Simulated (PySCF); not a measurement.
F3HSSn, SMILES [F][Sn]([F])([F])[SH]. Heavy atoms are numbered as in [F:1][Sn:2]([F:3])([F:4])[SH:5]. Hydrogens are named by the atom that carries them.

Coordinates come from a B3LYP-D3(BJ)/def2-SVP optimisation. The structure was generated by enumeration; whether it is a known compound was not checked. The def2 effective core potentials stand for the cores of Sn; spin–orbit coupling is left out. The values are those of a single conformer.

All values below come from PBE/def2-TZVP in PySCF.

ESP charges are fitted to the potential on shells at 1.4 to 2.0 van der Waals radii. Atomic charges (e), one atom of each kind:

| atom | ESP fit | Löwdin | Mulliken |
|---|---|---|---|
| F1 | -0.27 | -0.21 | -0.40 |
| Sn2 | 0.83 | 0.44 | 1.32 |
| S5 (SH) | -0.16 | 0.10 | -0.31 |
| H on S5 | 0.17 | 0.08 | 0.20 |
